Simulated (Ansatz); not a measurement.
```yaml
crystal:
  periodic: [false, false, false]
  atoms:
    - {symbol: C, position_ang: [-0.252210, 1.087469, -0.819171]}
    - {symbol: B, position_ang: [-0.370113, -0.324232, -0.171722]}
    - {symbol: C, position_ang: [0.569388, -0.844559, 0.956349]}
    - {symbol: Cl, position_ang: [-1.649734, -1.402011, -0.752568]}
    - {symbol: H, position_ang: [0.764161, 1.486384, -0.772971]}
    - {symbol: H, position_ang: [-0.325010, 1.438165, -1.842877]}
    - {symbol: H, position_ang: [-0.625010, 1.138165, -1.842877]}
    - {symbol: H, position_ang: [0.114052, -1.597228, 1.601116]}
    - {symbol: H, position_ang: [1.425604, -1.327130, 0.463702]}
    - {symbol: H, position_ang: [0.983386, -0.035528, 1.563307]}
basis:
  gaussian: {orbitals: cc-pVDZ, fitting: {mean_field: cc-pVTZ-jkfit}}
hamiltonian: {xc: {name: wB97X}}
output: {forces: true}
```

```sh
$ ansatz run in.yaml --threads 4 --pin off --events-out ev --progress --plain --max-ram 10444MiB
```

It prints (some lines left out):

```
Functional definition: wB97X
538 factors; integrals over basis functions are off by at most 5.2e-2 eV
538 factors; integrals over basis functions are off by at most 3.8e-7 eV
mean field evaluation 1: about -15358.1121 eV, gradient 3.6e1 eV
mean field evaluation 2: about -15360.2550 eV, gradient 2.2e1 eV
mean field evaluation 4: about -15361.4050 eV, gradient 7.6e-1 eV
mean field evaluation 8: about -15361.4057 eV, gradient 1.6e-2 eV
mean field -15361.40569026 eV, -564.5212467823 hartree, gradient 3.9e-5 eV, S^2 0.000000; 0 other end points of the search recorded, 0 dependent functions left out
reference -15361.40566439 eV, -564.5212458315 hartree; 20, 20 occupied and 70, 70 virtual orbitals, 538 factors
Total energy: -15361.40566439 eV, -564.5212458315 hartree
Atom 0 at    -0.252210     1.087469    -0.819171 Å, force     2.459354    -2.109280     6.736700 eV/Å
Atom 1 at    -0.370113    -0.324232    -0.171722 Å, force    -0.417079     1.747491    -1.589046 eV/Å
Atom 2 at     0.569388    -0.844559     0.956349 Å, force     0.258477     0.299770     0.004276 eV/Å
Atom 3 at    -1.649734    -1.402011    -0.752568 Å, force    -0.550786    -0.527759    -0.281569 eV/Å
Atom 4 at     0.764161     1.486384    -0.772971 Å, force     0.015089     0.402759     0.035015 eV/Å
Atom 5 at    -0.325010     1.438165    -1.842877 Å, force    32.328737    33.610456    -2.696518 eV/Å
Atom 6 at    -0.625010     1.138165    -1.842877 Å, force   -34.132317   -33.375986    -2.499741 eV/Å
Atom 7 at     0.114052    -1.597228     1.601116 Å, force    -0.215158    -0.113827     0.168168 eV/Å
Atom 8 at     1.425604    -1.327130     0.463702 Å, force     0.150974    -0.116853    -0.100626 eV/Å
Atom 9 at     0.983386    -0.035528     1.563307 Å, force     0.102709     0.183229     0.223342 eV/Å
Dipole moment:     0.382983     0.317949    -0.384869 e Å
```

**Question.** What is wrong with this run?

**Answer.** One atom was put on top of another. The run converged. The result belongs to that input, not to the molecule as meant.
